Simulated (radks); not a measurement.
Values are calculated unless marked as measured or tabulated.
Spherical quantum dot in the effective-mass picture: electrons in a parabolic well V = omega^2 r^2 / 2 with omega = 0.777, all in effective atomic units (hartree* = m*/eps^2 hartree, bohr* = eps/m* bohr), one dielectric constant everywhere. Level of theory: non-relativistic Kohn-Sham, r2SCAN, spin-polarised, spherical densities, generalised Kohn-Sham scheme (a radial shooting solver with Libxc functionals). Levels are named by radial order and angular momentum (1s, 1p, 1d, 2s, ...), and open shells are averaged over m. Results are scaled to m* = 0.047 and eps = 13.2, for which hartree* = 7.34 meV and bohr* = 14.86 nm.

N = 6, configuration 1s2 1p(up 3, down 1). This is the lowest configuration that the search found. Occupied and some empty levels:

level,occupation,eigenvalue (meV),<r> (nm)
1s up,1,27.897,23.80
1s down,1,28.383,23.34
1p up,3,31.771,29.57
1p down,1,32.491,29.67
1d up,0,36.248,33.99
1d down,0,37.024,34.28
2s up,0,37.255,30.34
2s down,0,37.692,30.52
1f up,0,41.157,37.72
1f down,0,41.929,38.22

Energy (meV): total 125.935, kinetic 27.068, external 51.302, Hartree 63.776, exchange-correlation -16.211.

Electron density:

r (nm),n(r) (e/nm^3)
4.10,0.00003561
8.50,0.00003825
12.9,0.00004056
17.3,0.00004028
21.7,0.00003612
26.1,0.00002856
30.5,0.00001963
34.9,0.00001163
39.3,5.905e-06
43.7,2.550e-06
48.1,9.414e-07
52.5,2.969e-07
56.9,8.017e-08
